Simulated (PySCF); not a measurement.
## How methods differ on the interval between two levels of B+

B+ [He] 2s2 → B+ [He] 2p2 [3P2, M_J = 2], as a difference of total energies. Calculation: PySCF 2.14, in x2c-SVPall-2c with one added diffuse shell of s type (4s2p1d, 15 functions); the two-component X2C-1e Hamiltonian. Correlated levels: 1s2 frozen. "Screened" scales the spin-orbit matrix elements by Boettger's factors to mimic the two-electron term; Breit and QED terms are absent.

```csv
method,interval between two levels (cm⁻¹),error (cm⁻¹)
GHF (spin-free),83779,-15154
GMP2 (spin-free),89974,-8959
GHF (screened spin-orbit),83788,-15145
GMP2 (screened spin-orbit),89983,-8950
```

Reference: 98933 cm⁻¹ (measured; NIST Handbook of Basic Atomic Spectroscopic Data (Sansonetti and Martin, J. Phys. Chem. Ref. Data 34, 1559 (2005))).

Errors of the correlated levels include the incompleteness of this basis and the frozen core.

The labels give the starting determinants; with spin-orbit coupling the two ends relaxed to ⟨J²⟩ = 0.00, ⟨L²⟩ = 0.00, ⟨S²⟩ = 0.00 and ⟨J²⟩ = 6.00, ⟨L²⟩ = 2.00, ⟨S²⟩ = 2.00.
